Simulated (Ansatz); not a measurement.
Reaction (isomerisation): `[CH3][AlH][CH]1CC1` → `C=[C](C)[AlH][CH3]`

Computed with Ansatz on PBE0-D4/def2-TZVP structures; ΔE is electronic, products minus reactants. CCSD(T)/CBS adds triple-zeta CCSD(T) − MP2 to the extrapolated MP2 energy (def2 sets, frozen cores). Functionals use def2-TZVPP. B3LYP here is the variant with VWN-RPA as its local correlation; programs differ in this. One conformer a species, not always the lowest.

| level | ΔE (kJ/mol) | difference from CCSD(T)/CBS |
| --- | --- | --- |
| PBE-D4 | -21.9 | 8.0 |
| r2SCAN-D4 | -22.0 | 7.9 |
| PBE0-D4 | -15.5 | 14.4 |
| B3LYP-D4 | -38.0 | -8.1 |
| ωB97X-V | -16.0 | 13.9 |
| ωB97M-V | -23.7 | 6.2 |
| B2PLYP | -33.3 | -3.4 |
| PBE | -21.8 | 8.1 |
| r2SCAN | -21.9 | 8.0 |
| PBE0 | -15.3 | 14.6 |
| B3LYP | -37.8 | -7.9 |
| HF/def2-TZVPP | -42.6 | -12.7 |
| MP2/def2-TZVPP | -18.4 | 11.5 |
| SCS-MP2/def2-TZVPP | -25.7 | 4.2 |
| CCSD/def2-TZVPP | -28.5 | 1.4 |
| CCSD(T)/def2-TZVPP | -29.6 | 0.3 |
| HF/def2-QZVPP | -42.6 | -12.7 |
| MP2/def2-QZVPP | -18.6 | 11.3 |
| SCS-MP2/def2-QZVPP | -26.0 | 3.9 |
| HF/CBS(def2) | -42.5 | -12.6 |
| MP2/CBS(def2) | -18.7 | 11.2 |
| CCSD/CBS(def2) | -28.8 | 1.1 |
| CCSD(T)/CBS | -29.9 | 0 |

Largest T1 diagnostic among the species: 0.010.

In def2-TZVPP, CCSD(T) changes the Hartree–Fock value by +13.1 kJ/mol (the triples alone add −1.1 kJ/mol) and MP2 by +24.2 kJ/mol. From PBE to PBE0 (25 % exact exchange), in def2-TZVPP and without D4, ΔE moves by +6.5 kJ/mol.
